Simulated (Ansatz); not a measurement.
C$_{4}$H$_{8}$BF (`C=CCB(C)F`), relaxed with RKS PBE0-D4/def2-TZVP in the Gaussian-basis code of Ansatz from a PBE-D4/def2-SVP geometry. The force threshold is 0.005 eV/Å; the program also tests the step.

The species carries charge 0 and has multiplicity 1.

Start:

```xyz
14

C     2.110   -0.362    0.600
C     1.277    0.679    0.406
C     0.271    0.802   -0.711
B    -1.131    0.461   -0.052
C    -1.826   -0.943   -0.147
F    -1.726    1.442    0.657
H     2.790   -0.398    1.465
H     2.153   -1.207   -0.107
H     1.273    1.498    1.148
H     0.513    0.101   -1.535
H     0.262    1.841   -1.108
H    -2.193   -1.093   -1.187
H    -1.090   -1.755    0.029
H    -2.684   -1.067    0.541
```

```tsv
step	energy (eV)	largest force (eV/Å)	largest move (Å)
1	-7667.3524	0.564	0.000
2	-7667.4068	0.160	0.025
3	-7667.4108	0.058	0.026
4 (rejected)	-7667.4102	0.071	0.033
5	-7667.4113	0.030	0.014
6	-7667.4114	0.025	0.011
7	-7667.4116	0.009	0.011
8	-7667.4117	0.010	0.011
9	-7667.4118	0.014	0.031
10	-7667.4118	0.011	0.009
11	-7667.4119	0.004	0.009
```

End:

```xyz
14

C     2.143   -0.322    0.599
C     1.280    0.670    0.423
C     0.279    0.759   -0.688
B    -1.129    0.441   -0.053
C    -1.855   -0.934   -0.163
F    -1.706    1.421    0.648
H     2.820   -0.338    1.445
H     2.210   -1.148   -0.103
H     1.248    1.475    1.156
H     0.531    0.049   -1.479
H     0.277    1.771   -1.107
H    -2.274   -1.029   -1.173
H    -1.152   -1.763   -0.052
H    -2.672   -1.053    0.549
```

It took 31 s on 4 threads of an Intel Xeon Platinum 8488C on a shared host, with 0.68 GiB of host memory at the peak.
